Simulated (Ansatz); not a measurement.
Born–Oppenheimer molecular dynamics of a periodic cell of 13 atoms, Tl12O (host Tl, host structure hcp, interstitial O). It goes on from the last frame of an earlier run, with new velocities.

Theory: DFT PBE-D3(BJ), scalar-relativistic, plane waves, PAW (Ansatz 0.2.0). Settings: cutoff 420 eV, k mesh 2x1x2, fermi-dirac smearing 0.1 eV, no spin polarisation.

```
ensemble        : NVT, Nosé–Hoover chain
time step       : 1 fs
steps asked     : 300
set temperature : 1680 K
thermostat      : time constant 100 fs, chain length 5
seed            : 198098
```

Frames 5 fs apart, positions in Å, forces in eV/Å.

Velocities at 20.0 fs (Å/ps):

```
Tl -1.78 2.67 1.05
Tl 1.35 2.37 2.21
Tl 0.15 0.77 1.24
Tl -2.99 -3.05 1.83
Tl -3.88 -1.60 -4.89
Tl 2.43 -0.48 1.90
Tl 2.18 0.32 0.06
Tl 2.04 0.51 1.22
Tl 1.83 -1.32 -1.82
Tl -2.51 -4.55 -4.84
Tl -3.08 2.77 3.67
Tl 4.91 2.12 -2.05
O -8.38 -6.66 5.35
```

```xyz
13
Lattice="6.9200 0.0000 0.0000 -5.1900 8.9893 0.0000 0.0000 0.0000 5.5325" Properties=species:S:1:pos:R:3:forces:R:3 time_fs=20.0 energy_less_start_eV=0.033 T=1659
Tl -0.335 0.078 -0.284 0.87 -0.12 -0.72
Tl 0.107 2.417 3.239 -0.13 -0.03 -0.63
Tl -1.756 2.988 0.468 -0.14 -0.35 -0.51
Tl -1.632 5.156 2.367 -0.12 0.13 0.38
Tl -3.861 5.921 -0.282 1.00 -0.06 -0.17
Tl -3.549 7.571 2.685 0.85 0.87 0.08
Tl 3.632 -0.003 -0.078 -0.93 -0.83 0.34
Tl 3.555 1.464 2.959 -0.23 0.64 -0.51
Tl 1.789 2.666 0.283 0.28 0.06 0.12
Tl 1.797 5.077 2.252 -0.08 -0.95 0.45
Tl 0.059 5.852 -0.610 -0.74 0.28 0.38
Tl 0.417 8.071 2.253 -0.75 0.14 0.73
O 1.532 0.316 1.103 0.12 0.23 0.08
13
Lattice="6.9200 0.0000 0.0000 -5.1900 8.9893 0.0000 0.0000 0.0000 5.5325" Properties=species:S:1:pos:R:3:forces:R:3 time_fs=25.0 energy_less_start_eV=0.082 T=1627
Tl -0.343 0.091 -0.279 0.94 -0.12 -0.83
Tl 0.113 2.429 3.250 -0.15 -0.06 -0.68
Tl -1.756 2.992 0.474 -0.15 -0.36 -0.54
Tl -1.647 5.141 2.376 -0.11 0.19 0.43
Tl -3.880 5.913 -0.307 1.00 -0.08 -0.12
Tl -3.536 7.569 2.694 0.83 0.74 0.06
Tl 3.642 -0.002 -0.078 -1.08 -0.81 0.42
Tl 3.566 1.467 2.965 -0.24 0.63 -0.56
Tl 1.798 2.660 0.274 0.30 -0.02 0.16
Tl 1.785 5.054 2.228 -0.04 -0.79 0.52
Tl 0.043 5.866 -0.592 -0.72 0.29 0.30
Tl 0.441 8.081 2.244 -0.79 0.06 0.84
O 1.491 0.284 1.130 0.22 0.33 0.01
13
Lattice="6.9200 0.0000 0.0000 -5.1900 8.9893 0.0000 0.0000 0.0000 5.5325" Properties=species:S:1:pos:R:3:forces:R:3 time_fs=30.0 energy_less_start_eV=0.140 T=1590
Tl -0.350 0.104 -0.275 1.00 -0.12 -0.93
Tl 0.120 2.440 3.260 -0.16 -0.08 -0.71
Tl -1.755 2.995 0.479 -0.16 -0.37 -0.56
Tl -1.662 5.126 2.386 -0.11 0.26 0.47
Tl -3.898 5.905 -0.332 0.99 -0.10 -0.06
Tl -3.522 7.567 2.704 0.81 0.61 0.03
Tl 3.651 -0.002 -0.077 -1.20 -0.80 0.47
Tl 3.575 1.470 2.970 -0.25 0.63 -0.60
Tl 1.808 2.653 0.265 0.32 -0.09 0.19
Tl 1.772 5.030 2.204 0.01 -0.62 0.58
Tl 0.027 5.880 -0.573 -0.71 0.28 0.23
Tl 0.465 8.092 2.235 -0.81 -0.02 0.94
O 1.454 0.258 1.158 0.28 0.41 -0.05
13
Lattice="6.9200 0.0000 0.0000 -5.1900 8.9893 0.0000 0.0000 0.0000 5.5325" Properties=species:S:1:pos:R:3:forces:R:3 time_fs=35.0 energy_less_start_eV=0.199 T=1552
Tl -0.356 0.117 -0.273 1.05 -0.11 -1.02
Tl 0.126 2.452 3.269 -0.18 -0.11 -0.74
Tl -1.755 2.998 0.483 -0.17 -0.38 -0.59
Tl -1.677 5.111 2.397 -0.10 0.31 0.51
Tl -3.914 5.896 -0.356 0.96 -0.12 0.00
Tl -3.508 7.567 2.713 0.79 0.50 0.01
Tl 3.659 -0.003 -0.075 -1.29 -0.78 0.51
Tl 3.585 1.475 2.974 -0.26 0.62 -0.64
Tl 1.818 2.646 0.257 0.34 -0.14 0.21
Tl 1.760 5.005 2.182 0.06 -0.45 0.63
Tl 0.009 5.895 -0.553 -0.69 0.27 0.17
Tl 0.487 8.103 2.227 -0.83 -0.10 1.04
O 1.420 0.237 1.184 0.31 0.47 -0.10
13
Lattice="6.9200 0.0000 0.0000 -5.1900 8.9893 0.0000 0.0000 0.0000 5.5325" Properties=species:S:1:pos:R:3:forces:R:3 time_fs=40.0 energy_less_start_eV=0.255 T=1518
Tl -0.361 0.130 -0.271 1.10 -0.10 -1.09
Tl 0.132 2.463 3.277 -0.20 -0.14 -0.76
Tl -1.755 3.000 0.487 -0.18 -0.39 -0.61
Tl -1.692 5.097 2.408 -0.09 0.36 0.55
Tl -3.930 5.888 -0.381 0.93 -0.14 0.06
Tl -3.492 7.567 2.723 0.77 0.42 -0.03
Tl 3.665 -0.004 -0.073 -1.35 -0.77 0.54
Tl 3.594 1.480 2.978 -0.26 0.61 -0.66
Tl 1.828 2.639 0.248 0.35 -0.18 0.22
Tl 1.747 4.979 2.160 0.10 -0.27 0.67
Tl -0.009 5.910 -0.534 -0.66 0.26 0.12
Tl 0.508 8.113 2.220 -0.84 -0.17 1.13
O 1.392 0.224 1.210 0.32 0.51 -0.13
13
Lattice="6.9200 0.0000 0.0000 -5.1900 8.9893 0.0000 0.0000 0.0000 5.5325" Properties=species:S:1:pos:R:3:forces:R:3 time_fs=45.0 energy_less_start_eV=0.303 T=1489
Tl -0.365 0.143 -0.271 1.14 -0.10 -1.15
Tl 0.138 2.475 3.284 -0.22 -0.17 -0.77
Tl -1.755 3.002 0.491 -0.18 -0.39 -0.62
Tl -1.708 5.083 2.419 -0.08 0.41 0.57
Tl -3.944 5.879 -0.406 0.88 -0.16 0.12
Tl -3.476 7.568 2.733 0.74 0.37 -0.08
Tl 3.669 -0.007 -0.070 -1.40 -0.75 0.56
Tl 3.603 1.486 2.981 -0.25 0.59 -0.67
Tl 1.839 2.632 0.240 0.37 -0.22 0.22
Tl 1.734 4.954 2.139 0.15 -0.10 0.70
Tl -0.028 5.926 -0.515 -0.63 0.25 0.08
Tl 0.528 8.124 2.215 -0.84 -0.24 1.20
O 1.368 0.219 1.233 0.32 0.52 -0.15
13
Lattice="6.9200 0.0000 0.0000 -5.1900 8.9893 0.0000 0.0000 0.0000 5.5325" Properties=species:S:1:pos:R:3:forces:R:3 time_fs=50.0 energy_less_start_eV=0.340 T=1467
Tl -0.367 0.156 -0.272 1.17 -0.10 -1.18
Tl 0.144 2.486 3.291 -0.24 -0.20 -0.78
Tl -1.755 3.004 0.493 -0.18 -0.40 -0.64
Tl -1.724 5.069 2.432 -0.06 0.44 0.59
Tl -3.957 5.871 -0.430 0.83 -0.19 0.18
Tl -3.458 7.569 2.742 0.71 0.35 -0.16
Tl 3.672 -0.010 -0.067 -1.43 -0.73 0.56
Tl 3.611 1.492 2.983 -0.25 0.57 -0.67
Tl 1.851 2.625 0.233 0.37 -0.26 0.21
Tl 1.722 4.928 2.119 0.19 0.08 0.72
Tl -0.048 5.941 -0.495 -0.59 0.23 0.05
Tl 0.548 8.134 2.212 -0.84 -0.30 1.26
O 1.349 0.221 1.254 0.32 0.51 -0.14
13
Lattice="6.9200 0.0000 0.0000 -5.1900 8.9893 0.0000 0.0000 0.0000 5.5325" Properties=species:S:1:pos:R:3:forces:R:3 time_fs=55.0 energy_less_start_eV=0.367 T=1454
Tl -0.368 0.168 -0.275 1.19 -0.11 -1.20
Tl 0.149 2.497 3.296 -0.27 -0.23 -0.78
Tl -1.756 3.005 0.495 -0.17 -0.39 -0.64
Tl -1.739 5.056 2.445 -0.05 0.46 0.59
Tl -3.969 5.862 -0.455 0.77 -0.21 0.25
Tl -3.440 7.571 2.752 0.67 0.37 -0.25
Tl 3.673 -0.015 -0.062 -1.43 -0.71 0.56
Tl 3.620 1.500 2.984 -0.25 0.55 -0.66
Tl 1.862 2.617 0.225 0.38 -0.30 0.20
Tl 1.710 4.902 2.099 0.23 0.24 0.73
Tl -0.069 5.957 -0.475 -0.55 0.22 0.03
Tl 0.566 8.144 2.209 -0.82 -0.34 1.29
O 1.334 0.231 1.273 0.31 0.46 -0.13
13
Lattice="6.9200 0.0000 0.0000 -5.1900 8.9893 0.0000 0.0000 0.0000 5.5325" Properties=species:S:1:pos:R:3:forces:R:3 time_fs=60.0 energy_less_start_eV=0.383 T=1449
Tl -0.367 0.181 -0.278 1.19 -0.13 -1.18
Tl 0.154 2.508 3.301 -0.29 -0.26 -0.78
Tl -1.756 3.005 0.496 -0.17 -0.39 -0.64
Tl -1.755 5.044 2.459 -0.02 0.48 0.59
Tl -3.981 5.852 -0.479 0.70 -0.24 0.33
Tl -3.421 7.573 2.761 0.62 0.41 -0.35
Tl 3.673 -0.020 -0.058 -1.43 -0.69 0.55
Tl 3.628 1.508 2.985 -0.24 0.52 -0.64
Tl 1.875 2.609 0.217 0.38 -0.33 0.18
Tl 1.698 4.876 2.080 0.27 0.41 0.73
Tl -0.090 5.973 -0.456 -0.51 0.20 0.02
Tl 0.583 8.153 2.209 -0.80 -0.37 1.31
O 1.325 0.248 1.290 0.30 0.40 -0.11
13
Lattice="6.9200 0.0000 0.0000 -5.1900 8.9893 0.0000 0.0000 0.0000 5.5325" Properties=species:S:1:pos:R:3:forces:R:3 time_fs=65.0 energy_less_start_eV=0.389 T=1450
Tl -0.365 0.193 -0.284 1.18 -0.16 -1.14
Tl 0.159 2.518 3.304 -0.32 -0.30 -0.78
Tl -1.757 3.005 0.496 -0.16 -0.38 -0.64
Tl -1.771 5.032 2.473 0.00 0.48 0.57
Tl -3.991 5.843 -0.503 0.63 -0.26 0.40
Tl -3.402 7.576 2.769 0.56 0.48 -0.45
Tl 3.671 -0.026 -0.052 -1.40 -0.67 0.54
Tl 3.636 1.516 2.984 -0.23 0.49 -0.61
Tl 1.887 2.601 0.210 0.37 -0.36 0.15
Tl 1.687 4.851 2.063 0.31 0.57 0.72
Tl -0.112 5.990 -0.436 -0.46 0.17 0.01
Tl 0.600 8.162 2.209 -0.77 -0.39 1.30
O 1.319 0.270 1.305 0.28 0.33 -0.08
13
Lattice="6.9200 0.0000 0.0000 -5.1900 8.9893 0.0000 0.0000 0.0000 5.5325" Properties=species:S:1:pos:R:3:forces:R:3 time_fs=70.0 energy_less_start_eV=0.389 T=1458
Tl -0.362 0.205 -0.290 1.15 -0.19 -1.07
Tl 0.163 2.528 3.307 -0.34 -0.34 -0.77
Tl -1.758 3.005 0.495 -0.14 -0.36 -0.63
Tl -1.787 5.021 2.488 0.03 0.48 0.55
Tl -4.001 5.833 -0.526 0.55 -0.28 0.47
Tl -3.381 7.579 2.778 0.50 0.55 -0.55
Tl 3.667 -0.033 -0.046 -1.36 -0.64 0.52
Tl 3.643 1.525 2.983 -0.22 0.46 -0.57
Tl 1.901 2.592 0.203 0.37 -0.38 0.12
Tl 1.676 4.826 2.046 0.34 0.72 0.71
Tl -0.135 6.006 -0.416 -0.40 0.15 0.01
Tl 0.616 8.171 2.212 -0.73 -0.40 1.28
O 1.318 0.298 1.320 0.27 0.24 -0.05
13
Lattice="6.9200 0.0000 0.0000 -5.1900 8.9893 0.0000 0.0000 0.0000 5.5325" Properties=species:S:1:pos:R:3:forces:R:3 time_fs=75.0 energy_less_start_eV=0.384 T=1470
Tl -0.357 0.217 -0.298 1.11 -0.23 -0.99
Tl 0.167 2.538 3.309 -0.37 -0.38 -0.75
Tl -1.760 3.004 0.494 -0.13 -0.35 -0.61
Tl -1.803 5.010 2.504 0.06 0.46 0.51
Tl -4.010 5.823 -0.549 0.46 -0.30 0.53
Tl -3.360 7.582 2.785 0.44 0.62 -0.64
Tl 3.661 -0.041 -0.039 -1.30 -0.61 0.49
Tl 3.650 1.535 2.982 -0.21 0.42 -0.53
Tl 1.914 2.582 0.196 0.35 -0.39 0.09
Tl 1.665 4.802 2.029 0.38 0.86 0.69
Tl -0.158 6.023 -0.396 -0.35 0.12 0.02
Tl 0.630 8.179 2.216 -0.69 -0.39 1.23
O 1.321 0.330 1.333 0.25 0.16 -0.04
```

Of the whole run (300 fs, mean temperature of the second half 2010 K): The conserved energy stayed within 0.018 meV per atom of its start (net change 0.011 meV per atom), so the integration is sound. The mean temperature of the second half is 20 % above the set value. A run of 0.3 ps of so small a system gives no equilibrium averages. Limits of this set-up: coarse k mesh.

Time of the run: 13 min on 1 thread of Intel(R) Xeon(R) Platinum 8488C (Sapphire Rapids), on a shared host, peak memory 0.75 GiB.
